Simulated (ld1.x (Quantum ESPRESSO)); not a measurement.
**Which change was made? (Tm, TM)**

```
Element                 : Tm
Generator               : ld1.x (Quantum ESPRESSO) 7.5
Type                    : norm-conserving Troullier–Martins (Kleinman–Bylander form)
Functional              : PBE
Relativity              : fully relativistic
Frozen core             : [Xe] 4f12
Valence charge          : 3
Reference configuration : 5d1 6s2 6p0
Partial waves           : 6s (bound): rc 2.60 bohr; 6p (bound, empty): rc 3.40 bohr; 5d (bound): rc 1.85 bohr
Local potential         : all-electron potential smoothed inside 1.55 bohr (lloc = -2)
Core correction         : none
```

Open shells are filled in proportion to 2j + 1 (rel_dist='average').

Cutoffs, loose and tight: the cutoffs (Ry, on a coarse ladder) from which the occupation-weighted sum of valence levels, in a spherical-Bessel basis at the reference potential, stays within 10 and 1 mRy of its value at 400 Ry. They do not see the model core or the augmentation charge, which bear on the density cutoff. Test errors are all-electron minus pseudo excitation energies from the reference, over the configurations 5d1 6s1 6p0; 5d1 6s0 6p0; 5d1 6s1.5 6p0; 5d1 6s1 6p1; 5d2 6s1 6p0; 5d0 6s2 6p1; 5d2 6s0 6p0; variants that change the core or the reference have their own tests.

The base gives: outcome: generated; cutoff, loose: 18 Ry; cutoff, tight: 25 Ry; bound ghosts: s, p3/2, p1/2; largest test error (meV): +203.

(1) After one change the result is: outcome: generated; cutoff, loose: 18 Ry; cutoff, tight: 25 Ry; bound ghosts: none; largest test error (meV): +185. Which change was it?
A. core [Kr] 4d10 4f13, valence charge 10; reference 5s2 5p6 5d0 6s2 6p0; waves now 5s (bound): rc 2.00 bohr; 5d (bound): rc 3.75 bohr; 5p (bound): rc 1.90 bohr; local potential the p channel
B. scalar-relativistic
C. local potential all-electron potential smoothed inside 3.48 bohr (lloc = -2)
D. wave 6s (bound): rc 2.60 bohr becomes 6s (bound): rc 1.92 bohr

Results:

(1) C. The others give: core [Kr] 4d10 4f13, valence charge 10; reference 5s2 5p6 5d0 6s2 6p0; waves now 5s (bound): rc 2.00 bohr; 5d (bound): rc 3.75 bohr; 5p (bound): rc 1.90 bohr; local potential the p channel → outcome: generated, misses its reference levels by 3.96 eV; bound ghosts: not determined; largest test error (meV): -895 | scalar-relativistic → outcome: generated; cutoff, loose: 18 Ry; cutoff, tight: 25 Ry; bound ghosts: s, p; largest test error (meV): +198 | wave 6s (bound): rc 2.60 bohr becomes 6s (bound): rc 1.92 bohr → outcome: generated; cutoff, loose: 60 Ry; cutoff, tight: 70 Ry; bound ghosts: s, p3/2, p1/2; largest test error (meV): +503.
